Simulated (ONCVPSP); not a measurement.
## Varying the ONCV potential for K (Z = 19)

Base potential:

* Element: potassium
* Generator: ONCVPSP 4.0.1
* Type: optimised norm-conserving Vanderbilt (ONCV)
* Functional: BLYP
* Relativity: scalar-relativistic
* Frozen core: [Ne]
* Valence charge: 9
* Reference configuration: 3s2 3p6 4s1
* Partial waves: 3s+4s: rc 2.50 bohr, ncon 4, nbas 8, qcut 5.7 1/bohr, 3 projectors, debl 1.4 Ha; 3p: rc 2.05 bohr, ncon 3, nbas 7, qcut 7.4 1/bohr, 2 projectors, debl 3.3 Ha; d scattering state at 0.08 Ha: rc 2.55 bohr, ncon 4, nbas 8, qcut 3.9 1/bohr, 2 projectors, debl 2.9 Ha
* Local potential: polynomial inside 1.45 bohr (lpopt 5, dvloc0 6 Ha)
* Core correction: none

Cutoffs, loose and tight: the cutoffs (Ha) at which the residual kinetic energy of the hardest occupied pseudo-wave falls to 1 and 0.1 mHa per electron. They do not see the model core or the augmentation charge, which bear on the density cutoff. Test errors are all-electron minus pseudo excitation energies from the reference, over the configurations 3s2 3p6 4s0; 3s2 3p6 4s0.5; 3s2 3p6 4s0 4p1; 3s2 3p5 4s1. A dash means not determined; rows that change the core or the reference have their own tests.

For the base: The cutoffs count occupied waves only; projector 2 of the d channel, the hardest unoccupied one, needs 47 Ha at the loose tolerance.

| change | outcome | cutoff, loose | cutoff, tight | bound ghosts | GHOST(+) flags above zero | largest test error (meV) |
| --- | --- | --- | --- | --- | --- | --- |
| base | generated | 13 Ha | 16 Ha | none | none | +15 |
| s: qcut 4.4; p: qcut 5.7; d: qcut 3 | generated | 11 Ha | 13 Ha | none | none | +26 |
| s: qcut 4.9; p: qcut 6.4; d: qcut 3.4 | generated | 12 Ha | 15 Ha | none | none | +20 |
| s: qcut 5.4; p: qcut 7.1; d: qcut 3.7 | generated | 12 Ha | 16 Ha | none | none | +16 |
| s: qcut 6.1; p: qcut 7.9; d: qcut 4.1 | generated | 12 Ha | 15 Ha | none | none | +15 |
| s: qcut 6.5; p: qcut 8.4; d: qcut 4.5 | generated | 12 Ha | 15 Ha | none | none | +15 |
| s: qcut 7.2; p: qcut 9.4; d: qcut 4.9 | generated | 12 Ha | 15 Ha | none | none | +12 |
| s: qcut 7.7; p: qcut 10; d: qcut 5.2 | generated | 11 Ha | 20 Ha | none | none | +13 |

Q: What comes out with this change to the base: s: qcut 3.7; p: qcut 4.9; d: qcut 2.6?

A: outcome: generated; cutoff, loose: 9.9 Ha; cutoff, tight: 12 Ha; bound ghosts: none; GHOST(+) flags above zero: none; largest test error (meV): +41.

Q: What comes out with this change to the base: s: qcut 8.3; p: qcut 10.8; d: qcut 5.7?

A: outcome: failed: ERROR pspot: first pseudo wave function has node, program will stop. Cause: the optimised pseudo-wave of the first projector has a node, so the radial equation cannot be inverted for a potential.
